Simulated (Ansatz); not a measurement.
`C[Si](O)([SiH3])Cl` and `O[Si]([SiH3])(Cl)Br` differ in one atom or group.

Ansatz, PBE0-D4/def2-TZVP geometries, multiplicity 1. Each molecule was computed in one conformer, which needn't be the lowest.

Scalar relativity is left out up to krypton. Spin–orbit coupling is left out; it splits and shifts lone-pair levels of the heavy atoms by tenths of an eV.

```tsv
property	`C[Si](O)([SiH3])Cl`
HOMO–LUMO gap (PBE0/def2-TZVPP) / eV	7.97
HOMO–LUMO gap (B3LYP/def2-TZVPP) / eV	7.57
LUMO energy (ωB97M-V/def2-TZVPP) / eV	1.77
zero-point energy (PBE0-D4/def2-TZVP) / kJ/mol	204.6
HOMO energy (B3LYP/def2-TZVPP) / eV	-7.73
HOMO–LUMO gap (ωB97M-V/def2-TZVPP) / eV	11.76
```

(1) What does the change do to each property? (Best estimate.)

Answers

(1) Ansatz gave: 
| property | `O[Si]([SiH3])(Cl)Br` | shift |
| --- | --- | --- |
| HOMO–LUMO gap (PBE0/def2-TZVPP) / eV | 7.90 | -0.07 |
| HOMO–LUMO gap (B3LYP/def2-TZVPP) / eV | 7.51 | -0.06 |
| LUMO energy (ωB97M-V/def2-TZVPP) / eV | 1.37 | -0.40 |
| zero-point energy (PBE0-D4/def2-TZVP) / kJ/mol | 111.9 | -92.7 |
| HOMO energy (B3LYP/def2-TZVPP) / eV | -8.13 | -0.40 |
| HOMO–LUMO gap (ωB97M-V/def2-TZVPP) / eV | 11.76 | 0.00 |

With PBE0 the HOMO falls by 0.43 eV and the LUMO falls by 0.50 eV, so the gap narrows by about 0.07 eV. PBE moves the HOMO by -0.44 eV and ωB97M-V by -0.41 eV. The zero-point energy changes by -92.7 kJ/mol with -9 modes.

B3LYP here is the variant with VWN-RPA as its local correlation; programs differ in this.
